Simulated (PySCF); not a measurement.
Isomers of C7H10Cl2, mass 164.016 u with the commonest isotopes. Method: PBE0/pcSseg-1 in PySCF (dipole) on a GFN2-xTB geometry, gas phase. One conformer each, none proved a minimum here; rigid rotors.

Question: Order these by rotational constant B, largest first.
A. `[Cl:1][CH2:2][C:3]([Cl:4])=[C:5]1[CH2:6][CH2:7][CH2:8][CH2:9]1` with Cl1–C2–C3–Cl4 103°, C3–C5–C6–C7 166°, C5–C6–C7–C8 32°, C6–C7–C8–C9 -39°, C7–C8–C9–C5 30°
B. `[Cl:1][CH:2]=[C:3]1[CH2:4][CH2:5][CH:6]([Cl:7])[CH2:8][CH2:9]1` with C2–C3–C4–C5 121°, C3–C4–C5–C6 54°, C4–C5–C6–Cl7 67°, C5–C6–C8–C9 55°
C. `[CH3:1][CH:2]1[CH2:3][C:4](=[CH:5][CH:6]([Cl:7])[Cl:8])[CH2:9]1` with C4–C5–C6–Cl7 -120°
D. `[CH2:1]=[CH:2][CH2:3]/[CH:4]=[C:5](\[CH3:6])[CH:7]([Cl:8])[Cl:9]` with C1–C2–C3–C4 -117°, C2–C3–C4–C5 -104°, C4–C5–C7–Cl8 -117°

Answer: A (842.7 MHz), B (572.1 MHz), D (522.0 MHz), C (511.6 MHz).

Question: Order these by dipole moment, largest first.
A. `[Cl:1][CH:2]=[C:3]1[CH2:4][CH2:5][CH:6]([Cl:7])[CH2:8][CH2:9]1` with C2–C3–C4–C5 121°, C3–C4–C5–C6 54°, C4–C5–C6–Cl7 67°, C5–C6–C8–C9 55°
B. `[CH3:1][CH:2]1[CH2:3][C:4](=[CH:5][CH:6]([Cl:7])[Cl:8])[CH2:9]1` with C4–C5–C6–Cl7 -120°
C. `[CH2:1]=[CH:2][CH2:3]/[CH:4]=[C:5](\[CH3:6])[CH:7]([Cl:8])[Cl:9]` with C1–C2–C3–C4 -117°, C2–C3–C4–C5 -104°, C4–C5–C7–Cl8 -117°
D. `[Cl:1][CH2:2][C:3]([Cl:4])=[C:5]1[CH2:6][CH2:7][CH2:8][CH2:9]1` with Cl1–C2–C3–Cl4 103°, C3–C5–C6–C7 166°, C5–C6–C7–C8 32°, C6–C7–C8–C9 -39°, C7–C8–C9–C5 30°

Answer: B (3.51 D), D (2.66 D), C (2.46 D), A (1.91 D).

Question: Order these by rotational constant C, largest first.
A. `[CH3:1][CH:2]1[CH2:3][C:4](=[CH:5][CH:6]([Cl:7])[Cl:8])[CH2:9]1` with C4–C5–C6–Cl7 -120°
B. `[Cl:1][CH2:2][C:3]([Cl:4])=[C:5]1[CH2:6][CH2:7][CH2:8][CH2:9]1` with Cl1–C2–C3–Cl4 103°, C3–C5–C6–C7 166°, C5–C6–C7–C8 32°, C6–C7–C8–C9 -39°, C7–C8–C9–C5 30°
C. `[CH2:1]=[CH:2][CH2:3]/[CH:4]=[C:5](\[CH3:6])[CH:7]([Cl:8])[Cl:9]` with C1–C2–C3–C4 -117°, C2–C3–C4–C5 -104°, C4–C5–C7–Cl8 -117°
D. `[Cl:1][CH:2]=[C:3]1[CH2:4][CH2:5][CH:6]([Cl:7])[CH2:8][CH2:9]1` with C2–C3–C4–C5 121°, C3–C4–C5–C6 54°, C4–C5–C6–Cl7 67°, C5–C6–C8–C9 55°

Answer: B (576.3 MHz), D (532.8 MHz), C (471.2 MHz), A (460.4 MHz).

```
             SMILES  point group  Ia (u·Å²)  Ib (u·Å²)  Ic (u·Å²)      κ  μa (D)  μb (D)  μc (D)
 CC1CC(=CC(Cl)Cl)C1           C1     222.42     987.85    1097.73  -0.94    3.49    0.28    0.35
   ClC=C1CCC(Cl)CC1           C1     177.26     883.39     948.47  -0.97    0.53    1.08    1.49
   ClCC(Cl)=C1CCCC1           C1     343.23     599.73     876.97  -0.41    2.20    0.51    1.41
C=CC/C=C(\C)C(Cl)Cl           C1     241.81     968.09    1072.60  -0.94    2.36    0.67    0.18
```
